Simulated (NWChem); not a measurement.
# C4H4BF; SMILES C#CB(F)C=C

```xyz
10

C     -0.4651    -2.7211     0.0000
C     -0.1360    -1.5490     0.0000
B      0.2296    -0.0586     0.0000
F      1.5209     0.2711     0.0000
C     -0.8371     1.0680     0.0000
C     -0.4845     2.3634     0.0000
H     -0.7478    -3.7591     0.0000
H     -1.9019     0.8096     0.0000
H      0.5701     2.6602     0.0000
H     -1.2204     3.1746     0.0000
```
Atoms are numbered in this order, from 1.

Program: NWChem. Pople sets run with spherical d functions. The geometry was optimised at PBE0/def2-SVP. Total energies compare along this basis series because the functional is fixed.

```json
[
 {"level": "PBE0/STO-3G", "basis functions": "34", "energy (Ha)": "-275.5512", "highest occupied level (eV)": "-6.07", "orbital gap (eV)": "7.02", "dipole (D)": "0.43"},
 {"level": "PBE0/3-21G", "basis functions": "62", "energy (Ha)": "-277.6711", "highest occupied level (eV)": "[?]", "orbital gap (eV)": "[?]", "dipole (D)": "1.39"},
 {"level": "PBE0/6-31G*", "basis functions": "92", "energy (Ha)": "-279.1701", "highest occupied level (eV)": "-7.91", "orbital gap (eV)": "6.17", "dipole (D)": "1.31"},
 {"level": "PBE0/6-31+G*", "basis functions": "116", "energy (Ha)": "-279.1854", "highest occupied level (eV)": "-8.20", "orbital gap (eV)": "6.07", "dipole (D)": "1.51"},
 {"level": "PBE0/6-311G**", "basis functions": "132", "energy (Ha)": "-279.2487", "highest occupied level (eV)": "-8.16", "orbital gap (eV)": "6.13", "dipole (D)": "1.42"}
]
```

Problem. What belongs in the gaps?

Solution. 
- PBE0/3-21G, highest occupied level (eV): -8.08
- PBE0/3-21G, orbital gap (eV): 6.33
